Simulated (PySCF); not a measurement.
Vertical excitations of a molecule C2H7BO3 from TDA-ωB97X/def2-SVPD (PySCF 2.14.0), as energy in eV (oscillator strength): 7.38 (0.009), 8.36 (0.028), 8.67 (0.001), 8.79 (0.012), 8.89 (0.016), 9.03 (0.016), 9.24 (0.051), 9.38 (0.046), 9.38 (0.040), 9.67 (0.043). Lowest triplet (TDA): 7.13 eV. Coordinates come from a PBE0-D3(BJ)/def2-SVP optimisation. The values are those of a single conformer.

**Question.** Pick the molecule that these values belong to.
A. OCCB(O)O
B. COB(O)OC
C. COCB(O)O
D. COB(O)CO

**Answer.** A, OCCB(O)O
